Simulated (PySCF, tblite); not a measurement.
Isomers of C3H7FO2Si, one GFN2-xTB conformer each. Single-point energies are computed at PBE0/pcSseg-1 (PySCF, gas phase, no added dispersion term), electronic only.

Problem. Rank them by PBE0/pcSseg-1 energy, lowest first (kcal/mol).
A. `[CH2:1]=[C:2]([O:3][SiH3:4])[O:5][CH2:6][F:7]` with C1–C2–O3–Si4 10°, C1–C2–O5–C6 -169°, C2–O5–C6–F7 73°
B. `[F:1][C@@H:2]1[CH2:3][C@H:4]([O:5][SiH3:6])[O:7]1` with C3–C4–O5–Si6 -87°
C. `[O:1]=[C:2]([CH2:3][CH2:4][F:5])[O:6][SiH3:7]` with O1–C2–C3–C4 0°, C2–C3–C4–F5 180°, O1–C2–O6–Si7 0°

Solution. C (0.0), B (26.9), A (33.1).

As drawn, the lowest has a C=O bond and a C(=O)–O unit, which the highest lacks; the highest has a C=C bond outside aromatic rings, which the lowest lacks. GFN2-xTB itself gives, in the same order: 0.0, 12.9, 19.0. Both levels put the same isomer lowest; measured from each level's own lowest isomer, the values differ by up to 14.1 kcal/mol (C=C(O[SiH3])OCF: 19.0 against 33.1).

Problem. Which frontier levels, dipoles and rotational constants go with these structures?

Solution. 
```tsv
SMILES	HOMO (eV, PBE0/pcSseg-1)	LUMO (eV)	dipole (D)	A, B, C (MHz)
O=C(CCF)O[SiH3]	-8.48	-0.16	2.29	8546, 833.4, 773.6
F[C@@H]1C[C@H](O[SiH3])O1	-8.14	0.61	1.96	3726, 1695, 1412
C=C(O[SiH3])OCF	-6.69	0.00	2.01	3333, 1447, 1103
```

Problem. What happens when harmonic zero-point energies from GFN2-xTB frequencies are added?

Solution. 
| SMILES | ZPE (kcal/mol) | electronic (kcal/mol) | with ZPE (kcal/mol) |
| --- | --- | --- | --- |
| O=C(CCF)O[SiH3] | 59.2 | 0.0 | 0.0 |
| F[C@@H]1C[C@H](O[SiH3])O1 | 60.2 | 26.9 | 27.9 |
| C=C(O[SiH3])OCF | 58.7 | 33.1 | 32.6 |

The zero-point energies span 1.5 kcal/mol. The order is unchanged.
